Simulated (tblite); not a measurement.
Species: C₆H₁₃O₂ (charge -1).
Geometry (GFN2-xTB, Å), atoms numbered from 1 in this order:
```
atom  x, y, z in Å
C1     2.7372    1.1508    0.5942
C2     1.9082   -0.0677    0.2164
O3     1.0434    0.2641   -0.8612
C4    -0.1090   -0.5650   -0.8930
C5    -1.0298   -0.4952    0.3949
C6    -2.3483   -1.2558   -0.0222
C7    -1.4307    1.0157    0.5539
O8    -0.4701   -1.0110    1.4726
H9     2.0860    1.9478    0.9440
H10    3.2951    1.5165   -0.2685
H11    3.4371    0.8922    1.3868
H12    2.5784   -0.8892   -0.1013
H13    1.2829   -0.4170    1.0582
H14   -0.6594   -0.2367   -1.7820
H15    0.2035   -1.6132   -1.0357
H16   -2.1087   -2.2971   -0.2327
H17   -3.0452   -1.2286    0.8132
H18   -2.8212   -0.8133   -0.9009
H19   -2.0658    1.1235    1.4317
H20   -0.5320    1.6096    0.7010
H21   -1.9605    1.3866   -0.3248
```

All values are computed: GFN2-xTB (tblite) harmonic vibrations without scaling, gas phase. The method is semi-empirical: single wavenumbers can be off by several per cent or more. One conformer, not necessarily the lowest.

Harmonic wavenumbers (cm⁻¹): 60.0, 89.7, 150.2, 166.3, 202.9, 204.8, 240.2, 284.3, 326.6, 348.9, 405.6, 441.8, 460.3, 580.1, 724.9, 792.1, 841.7, 844.6, 887.9, 938.5, 974.0, 1010.4, 1052.3, 1077.7, 1101.2, 1103.3, 1126.8, 1161.0, 1197.3, 1265.0, 1284.9, 1311.3, 1341.6, 1359.8, 1362.1, 1387.6, 1459.3, 1468.0, 1489.7, 1493.3, 1501.2, 1505.4, 1508.6, 1518.7, 2750.4, 2773.5, 2822.8, 2902.7, 2943.8, 2960.1, 2988.9, 2999.6, 3005.0, 3012.4, 3014.6, 3028.8, 3035.9.

A = 3638, B = 1211, C = 1175 MHz; mass 117.092 u (most abundant isotopes); point group C1, symmetry number 1.

Zero-point energy?

½Σν̃ = 39145 cm⁻¹ = 468.28 kJ/mol.

Entropy at 350 K, 1 bar (ideal gas, RRHO, classical rotation)?

Translation 171.59, rotation 121.33, vibration 140.72: S = 433.6 J/(mol K).

And Cp and H(350 K) − H(0)?

Cp = 186.11 J/(mol K), of which vibrations give 152.85 (their classical limit is 57 R = 473.9); H(350 K) − H(0) = 38.41 kJ/mol without the zero-point energy, 26.77 from vibrations.

What must be added to the electronic energy to get the Gibbs energy at 350 K and 1 bar?

ZPE + [H(350 K) − H(0)] − T·S = 468.28 + 38.41 − 151.77 = 354.92 kJ/mol.

Blend soft modes into free rotors: weight 1/[1 + (100 cm⁻¹/ν̃)⁴] for the oscillator and the rest for a rotor with moment μB/(μ + B), μ = h/(8π²ν), B = 10⁻⁴⁴ kg m². What vibrational entropy results?

133.53 J/(mol K) in place of 140.72, which changes −T·S at 350 K by +2.51 kJ/mol.

Hindered rotation and anharmonicity are outside this model. Other conformers, if any are populated, would add a mixing term that is left out. The structure is chiral; the term R ln 2 for an equal mix with its mirror image is left out.

Run on an Arm Neoverse V2 with one thread, shared host. This covers the Hessian and the dipole derivatives.
